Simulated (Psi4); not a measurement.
Psi4 input (wB97X-D/6-31G*):

```
memory 1500 MB

molecule {
1 1
F    -0.59245173    1.08365604    0.04027129
C     0.00000000   -0.00000000    0.00000000
F    -0.64286993   -1.05424444   -0.04709727
F     1.23532166   -0.02941160    0.00682598
symmetry c1
no_reorient
no_com
}

set {
  basis 6-31G*
  reference rks
  scf_type pk
  dft_radial_points 99
  dft_spherical_points 590
  e_convergence 1e-8
  d_convergence 1e-7
  maxiter 150
}

e = energy('wb97x-d')
print_out(f'\nFINAL {e:.10f} DIPOLE {variable("CURRENT DIPOLE")[0]:.6f} {variable("CURRENT DIPOLE")[1]:.6f} {variable("CURRENT DIPOLE")[2]:.6f}\n')
```

**Question.** Predict the final energy.

**Answer.** -337.14005 Eh.
